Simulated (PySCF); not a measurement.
Task: Give a PBE0-D3(BJ)/def2-SVP geometry of `B[NH][GeH3]`.

Result: 
Z-matrix in Å and degrees, rows numbered from 1:
```
B 
N   1  1.3966
Ge  2  1.8560  1  126.59
H   1  1.2122  2  119.37  3    -0.21
H   1  1.2116  2  119.56  3   179.84
H   2  1.0159  1  117.37  3  -179.85
H   3  1.5405  2  108.83  1   125.56
H   3  1.5320  2  106.54  1     5.23
H   3  1.5405  2  109.47  1  -115.24
```

B1 (three-coordinate boron) is planar (angles 121.1°, 119.6° and 119.4°, sum 360.0°, 0.00 Å off the plane of its three neighbours). Ge3 (germanium bonded to N and 3 H) is tetrahedral (angles from 106.5° to 111.5°). N2 (boron-bound nitrogen) is planar (angles 126.6°, 117.4° and 116.0°, sum 360.0°, 0.00 Å off the plane of its three neighbours).

Theory: PBE0-D3(BJ)/def2-SVP geometry optimisation, gas phase in PySCF 2.14.0.

Point group: near Cs, missed by 0.16 Å at most; the miss may be what the optimiser left on a soft mode. Stationary, but not proved a minimum.

The run took 30 s on one thread, Intel Xeon at 2.70 GHz (x86_64), no GPU (shared host), and the process peaked at 0.37 GiB of memory. These figures are those of the optimisation.
